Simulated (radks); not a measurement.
Ar V, 14 electrons, occupied as [He] 2s2 2p4 3s2 3p2 4p2 (not the ground configuration). All-electron calculation, non-relativistic Kohn-Sham, OLYP, spin-polarised, spherical densities, point nucleus; open shells are filled with parallel spins first. Program: a radial shooting solver on a logarithmic mesh with Libxc functionals.

Normalised radial functions P(r) = r R(r), r in bohr:

| r | 3p up | 4p up |
|---|---|---|
| 0.005981 | 0.0028 | 0.0014 |
| 0.007726 | 0.0046 | 0.0022 |
| 0.009901 | 0.0075 | 0.0036 |
| 0.01279 | 0.0121 | 0.0059 |
| 0.01652 | 0.0196 | 0.0094 |
| 0.02117 | 0.0309 | 0.0149 |
| 0.02735 | 0.0487 | 0.0235 |
| 0.03533 | 0.0758 | 0.0365 |
| 0.04563 | 0.1154 | 0.0556 |
| 0.05848 | 0.1692 | 0.0816 |
| 0.07554 | 0.2431 | 0.1170 |
| 0.09758 | 0.3345 | 0.1606 |
| 0.125 | 0.4315 | 0.2065 |
| 0.1615 | 0.5204 | 0.2472 |
| 0.2086 | 0.5622 | 0.2632 |
| 0.2674 | 0.5124 | 0.2321 |
| 0.3454 | 0.3248 | 0.1311 |
| 0.4461 | -0.0110 | -0.0411 |
| 0.5717 | -0.4252 | -0.2390 |
| 0.7385 | -0.8239 | -0.3924 |
| 0.954 | -1.0346 | -0.3816 |
| 1.222 | -0.9603 | -0.1479 |
| 1.579 | -0.6557 | 0.2549 |
| 2.04 | -0.3282 | 0.6238 |
| 2.614 | -0.1199 | 0.7391 |
| 3.377 | -0.0263 | 0.5358 |
| 4.362 | -0.0031 | 0.2444 |
| 5.589 | -0.0002 | 0.0722 |
| 7.22 | 0.0000 | 0.0107 |

3p up: eigenvalue -91.866 eV, 1 radial node at r = 0.443 bohr, <r> = 1.13 bohr, 90 % of the charge inside 1.69 bohr. 4p up: eigenvalue -35.145 eV, 2 radial nodes at r = 0.423, 1.35 bohr, <r> = 2.63 bohr, 90 % of the charge inside 3.72 bohr.
